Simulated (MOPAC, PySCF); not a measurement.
H4S4Sn, SMILES `[SH][Sn]([SH])([SH])[SH]`, neutral singlet in the gas phase. 

Cartesian coordinates (Å):
SMILES: [SH][Sn]([SH])([SH])[SH]
```xyz
9

S     -1.2943    -0.4051    -1.9935
Sn    -0.0002     0.0001     0.0000
S      2.2277    -0.7842    -0.4839
S     -0.2406     2.3504     0.4811
S     -0.6935    -1.1610     1.9962
H     -0.6557    -1.5709    -2.2438
H      2.5554    -0.8468     0.8268
H     -0.2236     2.6828    -0.8299
H     -1.6753    -0.2653     2.2470
```
Charge 0, spin multiplicity 1.

All levels are single points at this geometry (PBE0-D3(BJ)/def2-SVP); Pople sets use spherical d functions. Orbital energies aren't observables, and empty levels follow the basis.

PBE-D3(BJ)/def2-TZVP in PySCF gives dipole (D) = 0.00.

**Question.** Estimate the dipole (D) from each of these levels: PBE0-D3(BJ)/def2-TZVP in PySCF; ωB97X-D3(BJ)/def2-TZVP in PySCF; B3LYP/6-311+G** (LANL2DZ on Sn) in PySCF; M06-2X/6-31G* (LANL2DZ on Sn) in PySCF; PBE/6-31G* (LANL2DZ on Sn) in PySCF; SVWN5/6-31G* (LANL2DZ on Sn) in PySCF; PM3 in MOPAC; PM6 in MOPAC.

**Answer.** 
```json
[
 {"level": "PBE0-D3(BJ)/def2-TZVP in PySCF", "dipole (D)": "0.00"},
 {"level": "ωB97X-D3(BJ)/def2-TZVP in PySCF", "dipole (D)": "0.00"},
 {"level": "B3LYP/6-311+G** (LANL2DZ on Sn) in PySCF", "dipole (D)": "0.00"},
 {"level": "M06-2X/6-31G* (LANL2DZ on Sn) in PySCF", "dipole (D)": "0.00"},
 {"level": "PBE/6-31G* (LANL2DZ on Sn) in PySCF", "dipole (D)": "0.00"},
 {"level": "SVWN5/6-31G* (LANL2DZ on Sn) in PySCF", "dipole (D)": "0.00"},
 {"level": "PM3 in MOPAC", "dipole (D)": "0.00"},
 {"level": "PM6 in MOPAC", "dipole (D)": "0.00"}
]
```
